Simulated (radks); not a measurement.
The numbers below are computed, except where a source is named.
Q: Ionisation ladder of iridium, from Ir LVI to Ir LXIV. Each ion is in the ground configuration listed by NIST, and IE = E(next ion) - E(this ion). Level of theory: Dirac Kohn-Sham, PBE, spin-unpolarised, spherical densities, finite nucleus; open shells fill j = l - 1/2 first; Fermi nuclear charge, rms radius 5.4032 fm (a radial shooting solver on a logarithmic mesh with Libxc functionals).

| species | configuration | IE, Delta-SCF (eV) | <r> HOMO (bohr) |
|---|---|---|---|
| Ir LVI | [Ar] 3d4 | 5469.2 | 0.158 |
| Ir LVII | [Ar] 3d3 | 5616.5 | 0.157 |
| Ir LVIII | [Ar] 3d2 | ? | 0.156 |
| Ir LIX | [Ar] 3d1 | ? | 0.155 |
| Ir LX | [Ar] | 6326.0 | 0.179 |
| Ir LXI | [Ne] 3s2 3p5 | 6455.7 | 0.178 |
| Ir LXII | [Ne] 3s2 3p4 | 6585.8 | 0.178 |
| Ir LXIII | [Ne] 3s2 3p3 | ? | 0.177 |
| Ir LXIV | [Ne] 3s2 3p2 | ? | 0.164 |

Estimate the withheld Delta-SCF values.

A: Ir LVIII: 5765.2 eV (NIST 5765); Ir LIX: 5915.1 eV (NIST 5910); Ir LXIII: 6716.1 eV (NIST 6708); Ir LXIV: 7297.4 eV (NIST 7274).

Beside tabulated values, note that spin-unpolarised runs miss the spin-polarisation part of the exchange energy of open shells.
